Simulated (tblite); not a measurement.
Species: C₄H₄BF₃O.
Cartesian coordinates in Å at the GFN2-xTB level; atoms count from 1:
```
atom  x, y, z in Å
C1     2.6609    0.5789    0.4850
C2     1.4681   -0.1307    0.1035
C3     0.4688   -0.7318   -0.2154
B4    -0.7788   -1.4716   -0.6015
O5    -1.9999   -0.8809   -0.7982
C6    -2.3522    0.3762   -0.7280
F7    -1.4184    1.2405   -0.3007
F8    -3.3972    0.5358    0.0990
F9    -2.7506    0.8379   -1.9250
H10    3.5118    0.2155   -0.0906
H11    2.5342    1.6467    0.3100
H12    2.8565    0.4138    1.5444
H13   -0.8076   -2.6298   -0.7616
```

Method: GFN2-xTB as coded in tblite; computed harmonic values from a numerical Hessian at the method's own geometry, unscaled. The method is semi-empirical: single wavenumbers can be off by several per cent or more. Modes of hydrogen on boron can be 10 to 20 % off. One conformer, not necessarily the lowest. The optimisation stopped once no atom felt more than 0.01 eV/Å.

Lowest wavenumbers of the output (negative numbers stand for imaginary wavenumbers):
```
mode    cm-1
  1     -28.4
  2      20.8
  3      66.0
  4     109.9
  5     191.8
  6     242.4
  7     283.8
  8     348.2
  9     361.1
 10     406.8
 11     467.1
 12     531.2
 13     578.7
 14     630.5
 15     729.3
```

**Question.** Is this structure a minimum?

**Answer.** Not by this Hessian. 1 mode is imaginary beyond 20i (28i cm⁻¹), so at this level the point lies at or near a first-order saddle. The curvature is small, so loose convergence or finite differences may be the whole cause.

**Question.** Which atoms move in the imaginary mode?

**Answer.** 28i: F7 (fluorine of a CF3 group) 29 %, F9 (fluorine of a CF3 group) 27 %, F8 (fluorine of a CF3 group) 24 %. These are shares of the mass-weighted motion.

**Question.** What is the remedy?

**Answer.** Step along that mode in both directions, optimise again with tighter thresholds and repeat the frequencies. The zero-point energy of this point (48.0 kcal/mol) counts the 32 real modes alone, and thermal corrections from it aren't those of a minimum.

Time: 0.54 s wall. Hardware: one thread, Arm Neoverse N1 (aarch64), shared host with 64 logical CPUs at a one-minute load of 59. The figure is for the frequency step alone.
